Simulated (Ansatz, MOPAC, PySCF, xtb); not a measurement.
Noncovalent pair: NH3 (SMILES N) (first 4 atoms) with HCl (SMILES Cl); geometry from B3LYP-D3(BJ)/def2-TZVP.
(charge 0, multiplicity 1):
```xyz
6

N     -0.03034     0.07698     0.60923
H     -0.51996    -0.75468     0.29908
H     -0.46507     0.88208     0.17286
H      0.92844     0.01984     0.28512
Cl    -0.12863     0.31667     3.67266
H     -0.08580     0.21197     2.33530
```

Monomers are frozen at their geometry in the pair; levels with a basis set take the counterpoise correction.

The state that AM1, PM6 reach isn't checked.

Programs: Ansatz (a first-principles code); MOPAC for AM1, PM6 (differences of heats of formation); PySCF for the dispersion terms; xtb for the GFN methods. Each number belongs to the level named beside it.

Problem. One of these levels gives -11.78 kcal/mol for the interaction energy. Name it.
(A) r2SCAN-D4/def2-TZVPPD
(B) AM1
(C) GFN-FF
(D) PM6

Solution. A, r2SCAN-D4/def2-TZVPPD. The others give -5.97 (GFN-FF), -3.46 (AM1), -7.81 (PM6)
